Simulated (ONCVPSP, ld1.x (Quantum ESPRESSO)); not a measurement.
## Hardness and transferability of assorted potentials

Generated with ld1.x 7.5 (TM, RRKJ, ultrasoft, PAW), atompaw 4.2 or ONCVPSP 4.0.1. The cutoff is in Ry: for ld1.x and atompaw files where the sum of valence levels is converged to 10 mRy in a Bessel basis, for ONCV files where the hardest occupied wave has 1 mHa per electron of residual kinetic energy. The error is the largest all-electron minus pseudo excitation energy over each file’s own four to seven test configurations (ionisations up to +4, promotions, holes and added fractions of an electron), all of which were solved. The labels leave out finer settings (local radius, basis sizes, second energies), which also bear on the numbers. Spin-polarised tests are not counted. The rows are a selection from randomly drawn settings: files with unsolved tests, undetermined cutoffs or missed reference levels are left out.

A true bound ghost makes a file unfit for plane-wave use even where its test errors are small: the radial tests pick states by their node count and pass the ghost by.

| element | potential | cutoff (Ry) | largest error (meV) | bound ghosts |
| --- | --- | --- | --- | --- |
| Li | ONCV, PBEsol, non-relativistic, rc 1.00/0.95/0.85 (spd), local smoothed, core correction no, reference 1s2 2s1, qcut 11.9/6.9/12.4, projectors 2/1/2 | 100 | +531 | none |
| S | ONCV, PBE, scalar-relativistic, rc 0.85/0.70/0.75 (spd), local smoothed, core correction no, reference 2s2 2p6 3s2 3p4, qcut 17.9/23.4/11.5, projectors 2/2/2 | 375 | -275 | none |
| Cu | ONCV, PBE, scalar-relativistic, rc 0.85/1.30/1.30 (spd), local smoothed, core correction yes, reference 3s2 3p6 3d10 4p1, qcut 12.1/13.1/12.9, projectors 1/2/2 | 140 | -37 | none |
| Ge | ONCV, LDA (Perdew-Zunger), fully relativistic, rc 1.65/1.70/0.95 (spd), local smoothed, core correction yes, reference 3d10 4s2, qcut 4.5/5.8/16.8, projectors 2/2/1 | 238 | +52 | s |
| Ge | ONCV, PBE, scalar-relativistic, rc 0.95/1.00/0.95 (spd), local d, core correction no, reference 3s2 3p6 3d10 4s2 4p1.75, qcut 16.4/13.7/16, projectors 2/3/0 | 213 | -1.8 | s |
| Sn | ONCV, PBE, scalar-relativistic, rc 2.10/2.25/1.05 (spd), local smoothed, core correction yes, reference 4d10 5s2 5p1.5, qcut 2.8/3.4/9.6, projectors 2/2/1 | 89 | -238 | s, p |
| W | ONCV, PBE, scalar-relativistic, rc 1.60/2.05/2.45 (spd), local smoothed, core correction no, reference 5s2 5p6 5d4 6s1 6p1, qcut 8.5/6.4/7.5, projectors 3/2/1 | 49 | +1.9 | none |

**Question.** Fill in the row for I: ONCV, PBE, scalar-relativistic, rc 1.80/1.55/1.25 (spd), local smoothed, core correction yes, reference 4d10 5s1.5 5p5.5, qcut 3.4/5.4/10.7, projectors 2/2/2.

**Answer.** cutoff 123 Ry, largest error -316 meV, bound ghosts: s, p.

**Question.** Fill in the row for S: ONCV, PBEsol, scalar-relativistic, rc 1.45/1.65/1.50 (spd), local smoothed, core correction yes, reference 3s2 3p2.5, qcut 4.9/4.9/6.6, projectors 1/2/3.

**Answer.** cutoff 27 Ry, largest error +10 meV, bound ghosts: none.

**Question.** Fill in the row for Pd: PAW, PBE, scalar-relativistic, rc 1.85/2.15/1.30 (spd), local smoothed, core correction yes, reference 4s2 4p6 4d9 5s0 5p0.

**Answer.** cutoff 60 Ry, largest error -32 meV, bound ghosts: none.
